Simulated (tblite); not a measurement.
C3H13FGeSi3.
SMILES with atom numbers: `[CH3:1][Si@@H:2]1[GeH2:3][Si@H:4]([CH2:5][SiH3:6])[C@H:7]1[F:8]` (hydrogens: H9, H10, H11 on C1; H12 on Si2; H13, H14 on Ge3; H15 on Si4; H16, H17 on C5; H18, H19, H20 on Si6; H21 on C7)

Computed with GFN2-xTB (tblite), gas phase: L-BFGS steps from a force-field or distance-geometry start until the largest atomic force falls under 0.01 eV/Å.

Step 7: E = -675.7160 eV
```
atom  x, y, z in Å  |  force x, y, z in eV/Å
C1      3.4882   -0.8679    0.3541    0.198  -0.175   0.092
Si2     1.9957    0.0483   -0.3545    0.435  -0.408   0.015
Ge3     0.7560    1.5602    0.9081    0.047   0.314  -0.013
Si4    -0.6871    0.7631   -0.7339   -0.087  -0.276  -0.127
C5     -2.5431    0.7203   -0.4745   -0.030   0.253  -0.225
Si6    -3.0663   -0.5529    0.8281   -0.288  -0.013   0.083
C7      0.3216   -0.8773   -0.5587   -0.086  -0.155   0.226
F8      0.1645   -1.9257   -1.4463    0.145   0.186  -0.673
H9      4.3714   -0.6859   -0.2734   -0.305  -0.119   0.455
H10     3.3190   -1.9452    0.4175    0.104   0.221  -0.114
H11     3.6615   -0.5118    1.3757    0.208  -0.101  -0.354
H12     2.2190    0.5961   -1.6902    0.253   0.056  -0.134
H13     1.1359    3.0124    1.0415   -0.003   0.027   0.047
H14     0.4427    1.1589    2.3200    0.005   0.034   0.101
H15    -0.2419    1.2552   -2.0424   -0.195   0.142  -0.135
H16    -3.0120    0.5334   -1.4447   -0.069   0.052   0.299
H17    -2.7988    1.7397   -0.1654   -0.220  -0.273  -0.110
H18    -3.8536   -1.5795    0.1396   -0.038   0.025   0.105
H19    -3.8143    0.1729    1.8648   -0.040  -0.118  -0.053
H20    -1.9421   -1.2118    1.5014   -0.001   0.033   0.014
H21     0.0747   -1.3856    0.3735   -0.034   0.294   0.499
```

Step 8: E = -675.7798 eV
```
atom  x, y, z in Å  |  force x, y, z in eV/Å
C1      3.5061   -0.8785    0.3602    0.219  -0.201   0.108
Si2     2.0030    0.0361   -0.3603    0.643  -0.292   0.153
Ge3     0.7590    1.5710    0.8941    0.025   0.304  -0.024
Si4    -0.6962    0.7444   -0.7459   -0.165   0.056  -0.007
C5     -2.5568    0.7267   -0.4826   -0.144   0.086  -0.076
Si6    -3.0835   -0.5496    0.8266   -0.259  -0.034   0.107
C7      0.3252   -0.8784   -0.5722   -0.025  -0.059   0.230
F8      0.1711   -1.9129   -1.4718    0.116   0.099  -0.530
H9      4.4024   -0.7058   -0.2552   -0.417  -0.073   0.391
H10     3.3411   -1.9597    0.4196    0.071   0.297  -0.096
H11     3.6956   -0.5292    1.3851    0.066  -0.103  -0.442
H12     2.2404    0.5902   -1.6923    0.240   0.032  -0.125
H13     1.1363    3.0320    1.0736   -0.020  -0.099  -0.061
H14     0.4530    1.1889    2.3182   -0.003  -0.028   0.062
H15    -0.2659    1.2617   -2.0484   -0.166   0.114  -0.165
H16    -3.0423    0.5393   -1.4435   -0.016   0.004   0.225
H17    -2.8395    1.7380   -0.1715   -0.046  -0.233  -0.092
H18    -3.8630   -1.5943    0.1433    0.008   0.125   0.147
H19    -3.8233    0.1674    1.8833   -0.015  -0.147  -0.164
H20    -1.9571   -1.2052    1.5083   -0.026   0.058  -0.040
H21     0.0855   -1.3651    0.3721   -0.085   0.095   0.401
```

Question: Estimate the geometry and energy of step 9. (The exact step hangs on the optimiser's Hessian estimate; all steps are aligned on step 8, rigid shifts and turns removed.)

Answer: E = -675.8243 eV, largest force 0.562 eV/Å
```
atom  x, y, z in Å  |  force x, y, z in eV/Å
C1      3.5225   -0.8899    0.3666    0.102  -0.147   0.073
Si2     2.0179    0.0229   -0.3625    0.529  -0.091   0.168
Ge3     0.7617    1.5830    0.8828    0.025   0.169  -0.044
Si4    -0.7051    0.7317   -0.7550   -0.145   0.272   0.059
C5     -2.5694    0.7312   -0.4884   -0.167  -0.097   0.079
Si6    -3.0998   -0.5473    0.8268   -0.146  -0.041   0.089
C7      0.3281   -0.8805   -0.5788    0.065   0.030   0.179
F8      0.1782   -1.9004   -1.4993    0.096   0.115  -0.264
H9      4.4198   -0.7215   -0.2359   -0.273  -0.015   0.188
H10     3.3587   -1.9671    0.4196    0.029   0.153  -0.054
H11     3.7226   -0.5436    1.3857   -0.010  -0.062  -0.292
H12     2.2609    0.5860   -1.6957    0.223  -0.025  -0.048
H13     1.1365    3.0456    1.0964   -0.019  -0.128  -0.130
H14     0.4607    1.2108    2.3177   -0.004  -0.060   0.001
H15    -0.2870    1.2685   -2.0557   -0.156   0.070  -0.142
H16    -3.0658    0.5436   -1.4396   -0.014  -0.055   0.095
H17    -2.8710    1.7337   -0.1775    0.055  -0.120  -0.045
H18    -3.8703   -1.6033    0.1485    0.005   0.154   0.148
H19    -3.8309    0.1609    1.8944   -0.039  -0.128  -0.186
H20    -1.9692   -1.1990    1.5125   -0.050   0.076  -0.080
H21     0.0919   -1.3483    0.3781   -0.107  -0.071   0.205
```

The energy changes by -0.0445 eV. The first-order estimate −F·Δx gives -0.0643 eV and the mean of the old and new forces, exact on a quadratic surface, -0.0446 eV. The step makes an angle of 66° with the force vector and moves no atom by more than 0.032 Å.

What follows is the cost of the whole relaxation. The run took 4.3 s wall on one thread of an Arm Neoverse N1, no GPU (shared host).
